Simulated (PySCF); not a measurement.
C3H6BNO, SMILES C=C1CNB1O. The structure is a stationary point at r2SCAN-D4/def2-SVP. The structure was generated by enumeration, and PubChem lists no compound with its InChIKey, so it may never have been made. One conformer was computed; it need not be the lowest.

Method: r2SCAN-D4/def2-SVP in PySCF 2.14.0.

Harmonic wavenumbers (cm⁻¹): 166, 231, 246, 432, 446, 512, 621, 625, 730, 741, 875, 924, 944, 1000, 1019, 1130, 1146, 1180, 1239, 1324, 1424, 1470, 1548, 1760, 2988, 3043, 3114, 3215, 3642, 3865. Rotational constants (GHz): 5.382, 3.504, 2.152; symmetry number 1.

Task: Work out the zero-point energy and the ideal-gas rigid-rotor harmonic-oscillator thermochemistry at 298.15 K and 1 atm.

Result: ZPE = ½ Σ hcν = ½ × 41601 cm⁻¹ = 59.47 kcal/mol. H − E(el) = 63.85 kcal/mol. Entropy in cal/(mol K): translation 39.16, rotation 26.47, vibration 10.59, total 76.23. G − E(el) = 41.13 kcal/mol. Cp = 24.37 cal/(mol K).
